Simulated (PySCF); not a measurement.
# Magnetisability: SMILES B[AsH]CC(C)(C)C, C5H14AsB

Geometry (Å), atoms numbered from 1 in this order:
```xyz
21

B     3.3595   -0.9384   -0.8879
As    2.1102    0.5076   -0.4107
C     0.4543   -0.5959   -0.1897
C    -0.7909    0.1443    0.3059
C    -0.5400    0.7102    1.7029
C    -1.9605   -0.8452    0.3655
C    -1.1410    1.2849   -0.6486
H     3.3198   -1.9723   -0.3338
H     4.2443   -0.7595   -1.6350
H     1.8523    0.9611   -1.8227
H     0.2332   -1.0867   -1.1424
H     0.7075   -1.3833    0.5276
H     0.3103    1.3947    1.6798
H    -1.4119    1.2539    2.0591
H    -0.3225   -0.0911    2.4065
H    -1.7295   -1.6735    1.0327
H    -2.8581   -0.3517    0.7323
H    -2.1737   -1.2503   -0.6220
H    -0.3290    2.0141   -0.6676
H    -1.2921    0.9059   -1.6581
H    -2.0513    1.7881   -0.3300
```

Method: GIAO HF/pcSseg-1 magnetisability, rotational g tensor and spin-rotation constants, non-relativistic, gas phase (PySCF 2.14.0). Geometry: GFN2-xTB.

The calculation is non-relativistic, which matters for the atoms heavier than Zn.

Question: What are the magnetisability and the molar susceptibility?

Answer: Isotropic -1635 × 10⁻³⁰ J/T², or -98.5 × 10⁻⁶ cm³/mol; principal values -1840, -1557, -1508 × 10⁻³⁰ J/T², anisotropy 310 × 10⁻³⁰ J/T² (root of half the summed squared differences of the principal values). The susceptibility is in cgs units.

Question: Split it along the inertial axes a, b, c into diamagnetic and paramagnetic parts about the centre of mass, with the quadrupole moment.

Answer: 
```csv
axis,χ (10⁻⁶ cm³/mol),diamagnetic (10⁻⁶ cm³/mol),paramagnetic (10⁻⁶ cm³/mol),summed x² of all electrons (Å²),quadrupole Θ (D Å)
a,-97.8,-506.8,409.0,284.0,-0.25
b,-93.7,-1428.2,1334.5,66.8,-1.10
c,-103.9,-1488.3,1384.4,52.6,+1.34
```
Anisotropies 2χaa − χbb − χcc = +2.1 and 2χbb − χaa − χcc = +14.3 × 10⁻⁶ cm³/mol. Θ is traceless in Buckingham's convention.

Question: And the rotational g tensor?

Answer: 
```
axis  rotational constant (GHz)        g  nuclear part  electronic part
   a                     3.5209  -0.0188        0.6578          -0.6766
   b                     0.9271  -0.0065        0.5747          -0.5812
   c                     0.8851  -0.0026        0.5731          -0.5757
```
Asymmetric top; isotopes 75As, 11B, 12C, 1H; no vibrational averaging.
